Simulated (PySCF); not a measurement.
Ions at one geometry of Pb(SH)4

PySCF 2.14.0, RKS PBE0, Pb def2-SVP with ECP60, S def2-SVP, H def2-SVP; non-relativistic Hamiltonian with scalar-relativistic core potentials where named; density fitting; no spin-orbit coupling; singlets restricted, open shells unrestricted. The geometry is relaxed for charge 0, singlet, vacuum:

```xyz
9

Pb    0.0000    0.0000   -0.0002
S     1.4679    1.5424    1.3317
H     2.5140    0.6887    1.2538
S    -1.4679   -1.5424    1.3317
H    -2.5140   -0.6887    1.2538
S     1.5427   -1.4674   -1.3323
H     0.6873   -2.5124   -1.2578
S    -1.5427    1.4674   -1.3323
H    -0.6873    2.5124   -1.2578
```

Energies count from the relaxed state; an electron taken off or put on is at rest in vacuum. Charges and spins are Mulliken's.

```tsv
state	energy (eV)	spin squared	charge on Pb1 (e)	spin on Pb1 (e)	dipole about the centre of mass (D)
charge 0, singlet, vacuum	0.00	0.00	0.57	0.00	0.00
charge -1, doublet, vacuum	-1.67	0.76	0.47	0.17	0.00
```

Problem. What does the state charge +1, doublet, vacuum give?

Solution. energy (eV) 9.25, spin squared 0.76, charge on Pb1 (e) 0.58, spin on Pb1 (e) -0.08, dipole about the centre of mass (D) 0.00.

With an electron taken off (doublet) the charges change, summed by element, by Pb +0.01 e, S +0.81 e, H +0.18 e. The vertical ionisation energy is 9.25 eV, against −ε(HOMO) = 7.54 eV of the relaxed state. The level lies 1.7 eV too high, as is usual for semilocal functionals and global hybrids, which keep a self-interaction error.

With an electron put on (doublet) the charges change, summed by element, by Pb -0.09 e, S -0.70 e, H -0.20 e. The vertical electron affinity is 1.67 eV, against −ε(LUMO) = 3.37 eV of the relaxed state. The basis has no diffuse functions, which an added electron needs. The added electron's level lies above zero.

Open shells may have lower solutions than those found.
